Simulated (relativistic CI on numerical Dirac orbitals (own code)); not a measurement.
**Ta LIII: sensitivity of the levels to the model**

Base calculation: Dirac-Coulomb-Breit CI, orbitals from a KLI potential per configuration, QED by a radiative potential, unscaled Slater integrals.

CI space (outside the closed core [Ne]): 3s²3p⁶3d³, 3s²3p⁵3d⁴, 3s3p⁶3d⁴, 3s²3p⁶3d²4s, 3s²3p⁶3d²4p, 3s²3p⁶3d²4d, 3s²3p⁵3d³4s, 3s²3p⁶3d²4f, 3s²3p⁵3d³4p, 3s3p⁶3d³4s, 3p⁶3d⁴4p, 3s3p⁶3d³4p, 3s²3p⁶3d4s4p, 3s²3p⁶3d²5s, 3s3p⁶3d³4d, 3s²3p⁶3d²5p, 3s²3p⁶3d4p4d, 3s²3p⁶3d²5f, 3s3p⁶3d²4s4p, 3p⁶3d⁵, 3p⁵3d⁶, 3p⁵3d⁵4s, 3p⁶3d⁴4s, 3p⁵3d⁴4s², 3s²3p⁶3d4s², 3s²3p⁶4s²4p, 3s²3p⁶4s²4d, 3s²3p⁶3d4p², 3s²3p⁶4s4p², 3s²3p⁶4p³, 3s²3p⁶4p²4d, 3s²3p⁵3d4s4p². Double excitations out of closed p, d and f shells are left out; levels of such configurations are missing from the list, as are those of other unlisted configurations, and high levels can miss mixing partners. These lack a partner that the ground configuration has and come out too high: 3s²3p⁵3d³4p.

Variants: (1) Breit term removed; (2) non-relativistic limit. Shifts of the energy above 3s²3p⁶3d³ ⁴F3/2, in cm⁻¹, for the lowest level and the first level of each name with at least 55 % of one term (blank where a level changes its place among those of its configuration and J or its character, or is not in the variant):

| Level | Base | Δ(1) | Δ(2) |
| --- | --- | --- | --- |
| 3s²3p⁶3d³ ⁴F3/2 | 0 | 0 | 0 |
| 3s²3p⁶3d³ ⁴F5/2 | 488175 | +14745 | -488175 |
| 3s²3p⁶3d³ ⁴P1/2 | 585398 | +14225 | -473266 |
| 3s²3p⁶3d³ ⁴F7/2 | 1049216 | +30793 |  |
| 3s²3p⁶3d³ ²P1/2 | 1155452 | +27039 | -994755 |
| 3s²3p⁶3d³ ²H11/2 | 1163155 | +44219 | -998622 |
| 3s²3p⁶3d³ ²F7/2 | 1243361 | +34535 | -967911 |
| 3s²3p⁶3d³ ²D3/2 | 1410044 | +23678 | -1238049 |

At this charge energies of transitions that change n are usually good to better than 1 %, and those within a shell (Δn = 0) to a few per cent.

Ionisation energy from the two ground configurations alone: base 4877.75 eV; Breit term removed 4882.29 eV. The NIST ASD value (theoretical) is 4877 eV.

LS names give the leading component of a level, which can be under half, so a name can repeat, a term be missing and a line seem to break the LS rules.
